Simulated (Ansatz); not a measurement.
Program: Ansatz. Geometries: PBE0-D4/def2-TZVP. ΔE: electronic, gas phase. CBS: MP2 limit from def2 TZ/QZ plus the TZ coupled-cluster correction, frozen cores. This one scheme is used for every species. DFT in def2-TZVPP. B3LYP here is the variant with VWN-RPA as its local correlation; programs differ in this. Each species was taken in one conformer, which may not be the lowest.

Reaction (formal exchange of groups at a B–Si bond): `F[SiH2]B[SiH3]` + `[SiH3][SiH3]` → `[SiH3]B[SiH2][SiH3]` + `F[SiH3]`

```
             level  ΔE (kJ/mol)  difference from CCSD(T)/CBS
            PBE-D4        -13.1                         -1.0
           ωB97X-V         -7.1                          5.0
            B2PLYP         -9.2                          2.9
              PBE0         -8.9                          3.2
             B3LYP         -5.5                          6.6
     HF/def2-TZVPP          0.0                         12.1
   CCSD/def2-TZVPP         -9.3                          2.8
CCSD(T)/def2-TZVPP        -12.0                          0.1
      HF/CBS(def2)         -0.3                         11.8
     MP2/CBS(def2)        -15.6                         -3.5
       CCSD(T)/CBS        -12.1                            0
```

Largest T1 diagnostic among the species: 0.015.

In def2-TZVPP, CCSD(T) changes the Hartree–Fock value by −12.0 kJ/mol (the triples alone add −2.8 kJ/mol) and MP2 by −15.5 kJ/mol. The D4 term adds −5.0 kJ/mol with B3LYP and −3.0 kJ/mol with PBE0; it sums over pairs of atoms, weighted by their polarisabilities, and B3LYP, whose exchange is more repulsive, gets the larger term.
